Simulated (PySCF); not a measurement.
Estimate the missing entries of this data sheet.

Species: CH11NOSi3.
SMILES: `C[SiH2][Si@H](O[SiH3])N`

Conformer (atom-mapped SMILES and torsion angles): `[CH3:1][SiH2:2][Si@@H:3]([NH2:4])[O:5][SiH3:6]`: C1–Si2–Si3–N4 -31°, Si2–Si3–O5–Si6 -38°, H–N4–Si3–Si2 161°, H–N4–Si3–Si2 -60°.

```json
{"property": "point group of the GFN2-xTB geometry", "level": "GFN2-xTB", "value": "?"}
{"property": "rotational constants A, B, C of the GFN2-xTB geometry", "level": "GFN2-xTB", "value": "2.311, 1.060, 0.900 GHz"}
{"property": "dipole moment", "level": "PBE0/def2-SVPD", "value": "1.44 D"}
{"property": "HOMO energy", "level": "PBE0/def2-SVPD", "value": "-7.25 eV"}
{"property": "LUMO energy", "level": "PBE0/def2-SVPD", "value": "-0.21 eV"}
{"property": "lowest singlet excitation", "level": "TDDFT PBE0/def2-SVPD", "value": "5.76 eV (215 nm, f = 0.007)"}
{"property": "strongest line among the 6 lowest singlet transitions", "level": "TDDFT PBE0/def2-SVPD", "value": "?"}
{"property": "lowest triplet excitation (Tamm–Dancoff)", "level": "TDA PBE0/def2-SVPD", "value": "5.23 eV"}
{"property": "static isotropic polarisability", "level": "PBE0/def2-SVPD", "value": "103.7 au"}
{"property": "electronic spatial extent ⟨r²⟩ about the centre of nuclear charge", "level": "PBE0/def2-SVPD", "value": "1445 bohr²"}
{"property": "13C chemical shifts (computed TMS as zero) by class", "level": "GIAO PBE0/pcSseg-1", "value": "-10.8 (1 C) ppm"}
{"property": "1H chemical shifts (computed TMS as zero) by class", "level": "GIAO PBE0/pcSseg-1", "value": "?"}
{"property": "isotropic shieldings of nuclei other than C and H, by class", "level": "GIAO PBE0/pcSseg-1", "value": "?"}
```

The electronic properties come from PySCF, for the isolated species, density fitting. NMR classes are plain means over equivalent atoms (diastereotopic ones count apart unless rotation or inversion swaps them), as if these changed places fast; in this geometry the members of some classes differ.

Problem. Give the strongest line among the 6 lowest singlet transitions.

Solution. S4 at 6.80 eV (182 nm, f = 0.038).

Problem. Give the point group of the GFN2-xTB geometry.

Solution. C1.

Problem. Give the 1H chemical shifts (computed TMS as zero) by class.

Solution. 5.85 (1 H), 5.17 (3 H), 3.84 (1 H), 3.67 (1 H), 0.31 (2 H), 0.26 (3 H) ppm.

Problem. What are the isotropic shieldings of nuclei other than C and H, by class?

Solution. 244 (1 N), 313 (1 O), 364 (1 Si), 396 (1 Si), 439 (1 Si) ppm.

No computed singlet falls in the visible range (750 to 380 nm, 1.65 to 3.26 eV); S1 lies 2.50 eV above its blue end. A dipole of 1.44 D is allowed in C1, and pure rotational transitions are dipole-allowed. The 6 singlets span 5.76 to 7.16 eV, and their oscillator strengths add up to 0.08. The polarisability is 15.36 Å³ as a volume (1 au = 0.148185 Å³), or 1.40 au for each of the 74 electrons. In atomic units the dipole is 0.57 e·bohr (1 au = 2.5417 D).

For the NMR shielding job (PBE0/pcSseg-1), rough CPU time on one thread of a shared machine: about 80 s.

One conformer stands for the species.
